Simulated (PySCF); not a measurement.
Gas-phase reaction: 2 GeH₃ + 4 HBr → 2 GeBr₂ + 5 H₂

Energies from PySCF, thermal terms from the rigid-rotor harmonic-oscillator model, ideal gas at 1 bar. † marks an energy on the PBE0/def2-TZVP geometry and frequencies; other levels use their own. MP2 and CCSD(T) freeze the core. Open shells (unrestricted): GeH₃ (multiplicity 2); the rest are closed-shell singlets. B3LYP is the form with VWN-RPA correlation. Br, Ge: all electrons, no relativistic terms. GeH₃: computed as isolated molecules; such fragments, hydroxides, amides, oligomers or adducts are transient or little studied in the gas. MP2 isn't extrapolated to the basis-set limit. CCSD(T) isn't extrapolated to the basis-set limit.

```csv
level,"ΔH°(298 K), kJ"
B3LYP/def2-TZVP†,(withheld)
CCSD(T)/def2-TZVPP†,-380
MP2/def2-TZVPP†,-409
PBE/def2-SVP,-412
ωB97M-V/def2-TZVP†,(withheld)
```

Problem. Complete the blanks.

Solution. 
- B3LYP/def2-TZVP†, ΔH°(298 K), kJ: -449
- ωB97M-V/def2-TZVP†, ΔH°(298 K), kJ: -430
